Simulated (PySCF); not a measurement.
SMILES C[Si](C)(C)/C=C/[SiH3] at its GFN2-xTB optimised geometry (Å):

```
21

Si    -2.3457    -2.6385     3.4143
C     -1.7167    -1.7528     1.8796
C     -0.4375    -1.5653     1.5578
Si     0.1683    -0.6686     0.0000
C     -0.4811    -1.5723    -1.5520
C     -0.4813     1.1273     0.0000
C      2.0750    -0.6686     0.0000
H     -1.2126    -3.1013     4.2176
H     -3.1700    -1.7165     4.2030
H     -3.1685    -3.7836     3.0100
H     -2.4704    -1.3641     1.2023
H      0.3142    -1.9543     2.2360
H     -1.5661    -1.6149    -1.5550
H     -0.1147    -2.5936    -1.5975
H     -0.1697    -1.0698    -2.4631
H     -0.1171     1.6800     0.8609
H     -0.1678     1.6624    -0.8916
H     -1.5664     1.1512     0.0326
H      2.4704    -0.1668    -0.8778
H      2.4702    -0.1588     0.8735
H      2.4701    -1.6800     0.0038
```

Level of theory: CAM-B3LYP/def2-SVP (PySCF). Cells within 0.4 Å of a nucleus heavier than hydrogen are left out (blank, or x).

Map of the Laplacian of the electron density (e/bohr⁵), clipped to [-1.50, 1.50] on the plane z = 1.2 Å:

```
|8888888888888888888888888888888|
|8888888888888888888888888888888|
|8888888888888888888888888888888|
|8888888888888888888888888888888|
|8888888888888888888888888888888|
|8888888888888888888888888888888|
|8888888888888888888888888888888|
|8888888888888888888888888888888|
|8888888888888999988888888888888|
|8888888888889988988888888888888|
|8888888888899988988888888888888|
|8888888888899999988888888888888|
|8888888888889999988888888888888|
|8888888888888999888888888888888|
|8888888888888888888888999888888|
|8888888888888888888899989988888|
|8888888888889999988899988988888|
|8888888999999988998899999988888|
|8888899999999888899899999888888|
|8888897179999647899889999888888|
|8888897059998xx6999888888888888|
|8888899789988998999888888888888|
|8888899999998999998888888888888|
|8888889999999999998888888888888|
|8888888899999999888888888888888|
|8888888888888888888888888888888|
|8888888888888888888888888888888|
|8888888888888888888888888888888|
|8888888888888888888888888888888|
|8888888888888888888888888888888|
|8888888888888888888888888888888|
```
Scale: ten equal steps from -1.50 (start of '0') to 0.215 (end of '9'), in the order '0123456789'; x runs from -4.50 to 4.50, y from -4.50 (bottom) to 4.50 (top).
